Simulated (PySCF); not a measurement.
How methods differ on the ionisation energy of Ni

Ni [Ar] 3d8 4s2 [3d3/2^4 3d5/2^4, M_J = 4] → Ni+ [Ar] 3d9 [3d3/2^4 3d5/2^5, M_J = 5/2], as a difference of total energies. Computed with PySCF 2.14 in x2c-QZVPPall-2c (11s9p6d4f2g, 114 functions), with the two-component X2C-1e Hamiltonian. Correlated levels: [Ne] frozen; the 8 highest virtual spinors dropped. "Screened" scales the spin-orbit matrix elements by Boettger's factors to mimic the two-electron term; Breit and QED terms are absent.

```tsv
method	ionisation energy (eV)
GHF (spin-free)	8.138
GMP2 (spin-free)	6.579
GHF (screened spin-orbit)	8.187
GMP2 (screened spin-orbit)	6.629
```

How much does correlation contribute at GMP2 (screened spin-orbit)?

6.629 − (8.187) = -1.558 eV, measured against GHF (screened spin-orbit).

Errors of the correlated levels include the incompleteness of this basis and the frozen core.

The labels give the starting determinants; with spin-orbit coupling the two ends relaxed to ⟨J²⟩ = 20.01, ⟨L²⟩ = 12.01, ⟨S²⟩ = 2.00 and ⟨J²⟩ = 8.76, ⟨L²⟩ = 6.01, ⟨S²⟩ = 0.75.

MP2 underrates the near-degeneracy of ns² with np² in the lower species.

For comparison: 7.640 eV (measured; NIST Atomic Spectra Database, ionization energies).
